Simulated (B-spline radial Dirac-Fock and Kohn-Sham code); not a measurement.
# Atomic molybdenum: differential elastic cross section for electrons at 632 eV

Level of theory: relativistic (Dirac) partial waves in the static field of the Dirac-Fock atom with Furness-McCarthy exchange, without polarisation or absorption potentials; a radial B-spline solver.

| θ (°) | dσ/dΩ (a₀²/sr) | Sherman function |
| --- | --- | --- |
| 0 | 140 | 0.000 |
| 10 | 24.0 | 0.000 |
| 20 | 3.42 | -0.001 |
| 30 | 1.14 | 0.004 |
| 40 | 0.603 | 0.011 |
| 50 | 0.338 | 0.008 |
| 60 | 0.184 | -0.015 |
| 70 | 0.114 | -0.047 |
| 80 | 0.112 | -0.034 |
| 90 | 0.138 | 0.004 |
| 100 | 0.138 | 0.033 |
| 110 | 0.0868 | 0.068 |
| 120 | 0.0193 | 0.172 |
| 130 | 0.0138 | -0.162 |
| 140 | 0.145 | -0.058 |
| 150 | 0.425 | -0.029 |
| 160 | 0.782 | -0.015 |
| 170 | 1.08 | -0.007 |
| 180 | 1.20 | 0.000 |

Q: What integrated cross sections go with this distribution?

A: The total elastic cross section is 11.6 a₀², the first transport cross section 2.82 a₀² and the second, weighted with (3/2) sin²θ, 2.51 a₀². The mean deflection is ⟨1 − cos θ⟩ = 0.243, and 10 % of the collisions scatter beyond 90°.

On this grid of angles the cross section has minima near 80°, 130°, from interference among the few low partial waves with large phase shifts.

Values without a named source are computed, but for edge energies of neutral atoms, which are taken from tables.
